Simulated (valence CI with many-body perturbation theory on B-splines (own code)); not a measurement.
# E1 line list for Ir⁵⁺

Method: valence CI with perturbative core correlation (CI+MBPT): four valence electrons over a frozen Dirac-Fock core [Xe] 4f14, a basis of 7 s, 7 p, 8 d, 6 f, 4 g, 1 h functions for each j, with the one-electron correlation potential Σ1 (screened to all orders), the two-electron term Σ2, the three-electron term Σ3, Breit, model QED; selected single and double excitations, second order for the rest, scaled by the run's own slope (own B-spline code, finite nucleus).

No measured spectrum was set against this ion. As an estimate, terms of the open shell hold to 2 to 4 % of their energy, and close levels can change places; different configurations can be misplaced against each other by 1,000 to 8,000 cm⁻¹. The list stops below the first excitations out of the core.

Lines 301 to 350 of 600 in falling wavelength, among levels below 35.991 eV, chosen from the strongest by gf and those to the six lowest levels. Wavelengths and rates use the calculated energies, so an error of 2000 cm⁻¹ moves a line at 936.1 Å by 1.9 % and its rate by three times that or more. Electric multipoles are in the length gauge, E1 and E2 with the static RPA response of the core. Weak lines are less certain than strong ones. Lines between different terms over intervals too small for the method are left out, as are lines whose strength nearly cancels. Where a level lies close to another of its J and parity, the split of strength between their lines is uncertain. The highest levels of a list are the least certain.

Levels are named by their leading jj configuration (3d3/2^4 stands for four electrons in 3d with j = 3/2), which in mixed levels can hold well under half, so a name can repeat and another be missing. Letters in brackets count levels of one name in rising energy.

```tsv
λ vac (Å)	Upper	Lower	A (s⁻¹)	log gf	Branch %
936.1	(5d3/2 5d5/2^2 6p3/2) J=3 [a]	(5d3/2^2 5d5/2 6s) J=4 [b]	4.04e+08	-0.43	3.8
935.6	(5d5/2^3 6p3/2) J=6	(5d3/2 5d5/2^2 6s) J=6	1.62e+08	-0.56	2.7
934.8	(5d3/2^2 5d5/2 6p3/2) J=3 [d]	(5d3/2^2 5d5/2 6s) J=4 [a]	4.09e+08	-0.43	4.4
932.4	(5d3/2^2 5d5/2 6p3/2) J=1 [a]	(5d3/2^3 6s) J=2	7.68e+08	-0.52	8.9
925.6	(5d3/2 5d5/2^2 6p3/2) J=4 [f]	(5d3/2 5d5/2^2 6s) J=5 [a]	2.43e+08	-0.55	3.6
913.0	(5d3/2 5d5/2^2 6p3/2) J=3 [c]	(5d3/2^2 5d5/2 6s) J=4 [b]	6.02e+08	-0.28	9.9
911.0	(5d3/2 5d5/2^2 6p3/2) J=3 [d]	(5d3/2 5d5/2^2 6s) J=3 [a]	3.71e+08	-0.49	3.9
910.7	(5d3/2 5d5/2^2 6p3/2) J=4 [g]	(5d3/2 5d5/2^2 6s) J=5 [a]	5.99e+08	-0.17	7.7
882.7	(5d3/2 5d5/2^2 6p3/2) J=4 [e]	(5d3/2^2 5d5/2 6s) J=5 [b]	2.59e+08	-0.57	4.5
602.4	(5d3/2^3 6p1/2) J=1	(5d3/2^2 5d5/2^2) J=0 [a]	1.73e+08	-1.55	3.4
563.2	(5d3/2^2 5d5/2 6p1/2) J=3 [a]	(5d3/2^3 5d5/2) J=4	1.13e+08	-1.43	6.9
562.4	(5d3/2 5d5/2^2 6p3/2) J=5 [c]	(5d3/2 5d5/2^3) J=4	5.41e+08	-0.55	4.9
560.9	(5d3/2^3 6p1/2) J=1	(5d3/2^2 5d5/2^2) J=2 [a]	5.94e+07	-2.08	1.2
557.9	(5d5/2^3 6p1/2) J=3	(5d3/2 5d5/2^3) J=2 [b]	6.59e+08	-0.67	6.9
556.7	(5d3/2^2 5d5/2 6p1/2) J=3 [a]	(5d3/2^2 5d5/2^2) J=3 [a]	1.07e+08	-1.46	6.5
553.7	(5d5/2^3 6p3/2) J=1 [b]	(5d3/2^2 5d5/2^2) J=0 [b]	3.37e+09	-0.33	35.2
553.4	(5d3/2 5d5/2^2 6p3/2) J=3 [e]	(5d3/2 5d5/2^3) J=4	8.02e+08	-0.59	7.5
552.1	(5d3/2^2 5d5/2 6p1/2) J=2 [a]	(5d3/2^2 5d5/2^2) J=3 [a]	1.69e+08	-1.41	4.2
552.0	(5d3/2 5d5/2^2 6p3/2) J=2 [h]	(5d3/2 5d5/2^3) J=2 [b]	2.52e+09	-0.24	29.1
550.5	(5d3/2 5d5/2^2 6p3/2) J=3 [d]	(5d5/2^4) J=4	1.39e+09	-0.35	14.7
549.5	(5d3/2^3 6p3/2) J=3	(5d3/2^2 5d5/2^2) J=2 [b]	9.60e+08	-0.52	14.5
548.2	(5d3/2^2 5d5/2 6p3/2) J=3 [c]	(5d3/2 5d5/2^3) J=2 [a]	1.06e+09	-0.48	17.4
548.0	(5d3/2 5d5/2^2 6p1/2) J=5 [a]	(5d3/2^2 5d5/2^2) J=6	6.24e+08	-0.51	21.7
547.4	(5d3/2 5d5/2^2 6p3/2) J=2 [b]	(5d3/2^2 5d5/2^2) J=2 [e]	1.06e+09	-0.62	17.9
546.5	(5d3/2^3 6p1/2) J=1	(5d3/2^3 5d5/2) J=1	2.50e+08	-1.47	4.9
546.0	(5d3/2^2 5d5/2 6p1/2) J=3 [a]	(5d3/2^2 5d5/2^2) J=2 [a]	6.84e+07	-1.67	4.2
544.3	(5d3/2^2 5d5/2 6p1/2) J=4 [a]	(5d3/2^3 5d5/2) J=4	1.70e+08	-1.17	8.1
544.2	(5d3/2 5d5/2^2 6p1/2) J=4 [a]	(5d3/2^2 5d5/2^2) J=3 [b]	7.93e+08	-0.50	27.4
542.0	(5d3/2 5d5/2^2 6p3/2) J=4 [a]	(5d3/2^2 5d5/2^2) J=4 [d]	5.40e+08	-0.67	7.5
541.5	(5d3/2^2 5d5/2 6p1/2) J=2 [a]	(5d3/2^2 5d5/2^2) J=2 [a]	4.51e+07	-2.00	1.1
540.5	(5d3/2 5d5/2^2 6p1/2) J=3 [a]	(5d3/2^2 5d5/2^2) J=2 [b]	1.05e+09	-0.49	17.6
540.0	(5d3/2 5d5/2^2 6p3/2) J=2 [e]	(5d3/2 5d5/2^3) J=3 [c]	1.05e+09	-0.64	10.5
539.3	(5d3/2^2 5d5/2 6p1/2) J=1 [b]	(5d3/2^2 5d5/2^2) J=0 [a]	3.24e+08	-1.37	4.7
539.2	(5d3/2 5d5/2^2 6p3/2) J=4 [c]	(5d3/2 5d5/2^3) J=3 [b]	1.17e+09	-0.34	17.6
539.1	(5d3/2 5d5/2^2 6p3/2) J=4 [e]	(5d3/2 5d5/2^3) J=3 [c]	1.61e+09	-0.20	27.8
538.7	(5d5/2^3 6p1/2) J=5	(5d3/2 5d5/2^3) J=6	5.54e+08	-0.58	14.6
538.2	(5d3/2^2 5d5/2 6p1/2) J=4 [a]	(5d3/2^2 5d5/2^2) J=3 [a]	4.41e+08	-0.76	21.1
537.1	(5d3/2 5d5/2^2 6p3/2) J=4 [b]	(5d3/2^2 5d5/2^2) J=4 [d]	8.55e+08	-0.48	16.7
535.8	(5d5/2^3 6p1/2) J=4	(5d3/2 5d5/2^3) J=5	7.04e+08	-0.56	8.6
535.8	(5d3/2^2 5d5/2 6p1/2) J=3 [b]	(5d3/2^3 5d5/2) J=4	1.07e+09	-0.49	17.8
534.4	(5d3/2^2 5d5/2 6p1/2) J=5	(5d3/2^3 5d5/2) J=4	9.67e+08	-0.34	42.8
533.8	(5d3/2 5d5/2^2 6p3/2) J=1 [d]	(5d3/2 5d5/2^3) J=1 [b]	2.97e+09	-0.42	28.2
532.8	(5d3/2 5d5/2^2 6p1/2) J=5 [b]	(5d3/2^2 5d5/2^2) J=4 [c]	5.52e+08	-0.59	8.0
532.7	(5d3/2 5d5/2^2 6p1/2) J=1 [c]	(5d5/2^4) J=0	2.67e+09	-0.47	23.6
532.7	(5d3/2 5d5/2^2 6p3/2) J=3 [f]	(5d5/2^4) J=2	1.14e+09	-0.47	15.9
530.6	(5d3/2^2 5d5/2 6p3/2) J=3 [e]	(5d3/2 5d5/2^3) J=2 [a]	7.92e+08	-0.63	8.7
530.3	(5d3/2^3 6p1/2) J=1	(5d3/2^4) J=0	3.34e+09	-0.37	65.8
529.9	(5d3/2^2 5d5/2 6p1/2) J=3 [b]	(5d3/2^2 5d5/2^2) J=3 [a]	3.91e+08	-0.94	6.5
529.7	(5d3/2^2 5d5/2 6p3/2) J=1 [a]	(5d3/2^2 5d5/2^2) J=2 [b]	1.67e+09	-0.68	19.3
529.3	(5d5/2^3 6p3/2) J=5	(5d5/2^4) J=4	1.02e+09	-0.33	13.6
```

(1) How does gf follow from A for the line at 550.5 Å?

Answers

(1) gf = 1.4992 × (2J+1)_upper × A / σ², with σ = 181665 cm⁻¹ and 2J+1 = 7: gf = 0.443.
